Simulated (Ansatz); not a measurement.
`O=C=[N][SnH2][F]` and `O=C=[N][GaH][Cl]` differ in one atom or group.

Ansatz, PBE0-D4/def2-TZVP geometries, multiplicity 1. Each molecule was computed in one conformer, which needn't be the lowest.

Elements past krypton have def2 core potentials. Scalar relativity is left out up to krypton.

| property | `O=C=[N][SnH2][F]` |
| --- | --- |
| HOMO–LUMO gap (PBE0/def2-TZVPP) / eV | 7.56 |
| LUMO energy (B3LYP/def2-TZVPP) / eV | -1.40 |
| HOMO energy (PBE/def2-TZVPP) / eV | -7.23 |
| HOMO–LUMO gap (ωB97M-V/def2-TZVPP) / eV | 11.48 |
| HOMO energy (PBE0/def2-TZVPP) / eV | -8.64 |
| size of the dipole moment (B3LYP/def2-TZVPP) / D | 3.88 |

Q: What does the change do to each property? (Best estimate.)

A: Computed: 
```
                                        property  `O=C=[N][GaH][Cl]`  shift
            HOMO–LUMO gap (PBE0/def2-TZVPP) / eV                7.00  -0.56
             LUMO energy (B3LYP/def2-TZVPP) / eV               -2.10  -0.70
               HOMO energy (PBE/def2-TZVPP) / eV               -7.44  -0.21
         HOMO–LUMO gap (ωB97M-V/def2-TZVPP) / eV               10.96  -0.52
              HOMO energy (PBE0/def2-TZVPP) / eV               -8.83  -0.19
size of the dipole moment (B3LYP/def2-TZVPP) / D                2.51  -1.37
```

With PBE0 the HOMO falls by 0.19 eV and the LUMO falls by 0.76 eV, so the gap narrows by about 0.57 eV. PBE moves the HOMO by -0.21 eV and ωB97M-V by -0.18 eV. Dipoles are sizes alone; their direction can turn.

B3LYP here is the variant with VWN-RPA as its local correlation; programs differ in this.
